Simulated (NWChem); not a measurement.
The numbers come from NWChem runs, not from measurements. System: H2Ga (+1), charge 1, spin multiplicity 1, at a geometry optimised with B3LYP/def2-SVP. The structure started from a generated list of species. Level: EOM-CCSD/def2-SVPD, 9 core orbitals frozen.

Output (cleaned and shortened):

```
             Northwest Computational Chemistry Package (NWChem) 7.3.0
             --------------------------------------------------------

                                NWChem Input Module
                                -------------------

 Scaling coordinates for geometry "geometry" by  1.889725989
 (inverse scale =  0.529177249)

 Turning off AUTOSYM since
 SYMMETRY directive was detected!

                             Geometry "geometry" -> ""
                             -------------------------

 Output coordinates in angstroms (scale by  1.889725989 to convert to a.u.)

  No.       Tag          Charge          X              Y              Z
 ---- ---------------- ---------- -------------- -------------- --------------
    1 Ga                  31.0000     0.00000000     0.00000000     0.00000000
    2 H                    1.0000     0.00000000     0.00000000     1.53592100
    3 H                    1.0000     0.00000000     0.00000000    -1.53592100

 Effective nuclear repulsion energy (a.u.)      21.5333848958

            Nuclear Dipole moment (a.u.)
            ----------------------------
        X                 Y               Z
 ---------------- ---------------- ----------------
     0.0000000000     0.0000000000     0.0000000000

      Symmetry information
      --------------------

 Group name             D2h
 Group number             26
 Group order               8
 No. of unique centers     2

      Symmetry unique atoms

     1    2


 Summary of "ao basis" -> "" (spherical)
 ------------------------------------------------------------------------------
       Tag                 Description            Shells   Functions and Types
 ---------------- ------------------------------  ------  ---------------------
 *                         def2-svpd                  on all atoms

 Summary of "ao basis" -> "ao basis" (spherical)
 ------------------------------------------------------------------------------
       Tag                 Description            Shells   Functions and Types
 ---------------- ------------------------------  ------  ---------------------
 Ga                        def2-svpd                14       38   6s4p4d
 H                         def2-svpd                 4        8   2s2p

                                 NWChem SCF Module
                                 -----------------

  ao basis        = "ao basis"
  functions       =    54
  atoms           =     3
[...]
 Iteration   6 using    6 trial vectors
   0.0084397309880   0.3936280667718   10.71117     0.6     0.6

 Iteration   7 using    7 trial vectors
   0.0038293001098   0.3935364234638   10.70868     0.7     0.7

 Iteration   8 using    8 trial vectors
   0.0023511114164   0.3935384664859   10.70873     0.7     0.7

 Iteration   9 using    9 trial vectors
   0.0013021509748   0.3935426736965   10.70885     0.6     0.6

 Iteration  10 using   10 trial vectors
   0.0007477013219   0.3935339827016   10.70861     0.6     0.6

 Iteration  11 using   11 trial vectors
   0.0004149654944   0.3935303287755   10.70851     0.6     0.6

 Iteration  12 using   12 trial vectors
   0.0001499237826   0.3935288642591   10.70847     0.6     0.6

 Iteration  13 using   13 trial vectors
   0.0000475159391   0.3935278626297   10.70844     0.6     0.6

 Iteration  14 using   14 trial vectors
   0.0000187181340   0.3935276890080   10.70844     0.6     0.6

 Iteration  15 using   15 trial vectors
   0.0000074893261   0.3935276379721   10.70844     0.6     0.6
 --------------------------------------------------------------
 Iterations converged
 ------------------

 Excited state root  1
 Excitation energy / hartree =        0.393527637972052
                   / eV      =       10.708436433154899
 largest EOMCCSD amplitudes: R1 and R2

 Singles contributions
    18b3u (alpha) ---    15ag  (alpha)       -0.9034530252

 Doubles contributions
    19ag  (alpha)    18b3u (beta ) ---    16b1u (alpha)    16b1u (beta )        0.2013074869
    18b3u (alpha)    19ag  (beta ) ---    16b1u (alpha)    16b1u (beta )        0.2013074869

 No. of initial left vectors    1

 EOM-CCSD left-hand side iterations
 --------------------------------------------------------------
      Residuum       Omega / hartree  Omega / eV    Cpu    Wall
 --------------------------------------------------------------

 Iteration   1 using    1 trial vectors
   0.3590648162444   0.4632769462791   12.60641     2.1     2.1

 Iteration   2 using    2 trial vectors
   0.1579689092133   0.4050728965995   11.02260     1.9     1.9

 Iteration   3 using    3 trial vectors
   0.0773926019059   0.3962469967922   10.78243     2.1     2.1

 Iteration   4 using    4 trial vectors
   0.0399018058216   0.3941291461191   10.72480     1.8     1.8

 Iteration   5 using    5 trial vectors
   0.0202955784958   0.3937013029095   10.71316     2.0     2.0

 Iteration   6 using    6 trial vectors
   0.0093683981584   0.3935132683264   10.70805     2.1     2.1

 Iteration   7 using    7 trial vectors
   0.0043503213726   0.3935147158841   10.70808     1.8     1.8

 Iteration   8 using    8 trial vectors
   0.0027397825723   0.3935416580674   10.70882     1.9     1.9

 Iteration   9 using    9 trial vectors
   0.0014147424186   0.3935398432144   10.70877     2.1     2.1

 Iteration  10 using   10 trial vectors
   0.0007901182208   0.3935374458253   10.70870     1.9     1.9

 Iteration  11 using   11 trial vectors
   0.0004472755735   0.3935319620266   10.70855     1.9     1.9

 Iteration  12 using   12 trial vectors
   0.0001542287599   0.3935288261462   10.70847     2.0     2.0

 Iteration  13 using   13 trial vectors
   0.0000478997630   0.3935281219671   10.70845     2.0     2.0

 Iteration  14 using   14 trial vectors
   0.0000197743766   0.3935277270719   10.70844     1.9     1.9

 Iteration  15 using   15 trial vectors
   0.0000076593992   0.3935276356693   10.70844     2.0     2.0
 --------------------------------------------------------------
 Iterations converged

 Excited state root  1
 Excitation energy / hartree =        0.393527637972052
                   / eV      =       10.708436433154899

 EOM-CCSD transition moments / hartree
 --------------------------------------------
 X    1.3651347 Y    0.0000000 Z    0.0000000
 Oscillator Strength                0.4889168
 --------------------------------------------

 EOM-CCSD dipole moments / hartree & Debye
 ------------------------------------
   X         0.0000000      0.0000000
   Y         0.0000000      0.0000000
   Z         0.0000000      0.0000000
 Total       0.0000000      0.0000000
 ------------------------------------

 Singles contributions
    18b3u (alpha) ---    15ag  (alpha)       -0.9034530252

 Doubles contributions
    19ag  (alpha)    18b3u (beta ) ---    16b1u (alpha)    16b1u (beta )        0.2013074869
    18b3u (alpha)    19ag  (beta ) ---    16b1u (alpha)    16b1u (beta )        0.2013074869

 Task  times  cpu:      375.5s     wall:      375.5s

 Total times  cpu:      375.6s     wall:      375.6s
```

Write an NWChem input that would produce this output.

Several could match; the one computed here: 
```
start mol
memory heap 100 mb stack 700 mb global 1900 mb
charge 1
geometry units angstroms nocenter noautoz
  Ga     0.000000     0.000000     0.000000
  H      0.000000     0.000000     1.535921
  H      0.000000     0.000000    -1.535921
  symmetry group D2h
end
basis spherical
  * library def2-svpd
end
scf
  rhf
  nopen 0
  maxiter 100
  thresh 1e-7
  semidirect memsize 60000000 filesize 0
end
tce
  freeze core 9
  ccsd
  nroots 1
  2eorb
  2emet 13
  thresh 1e-5
  maxiter 200
  tilesize 24
  dipole
end
task tce energy
```
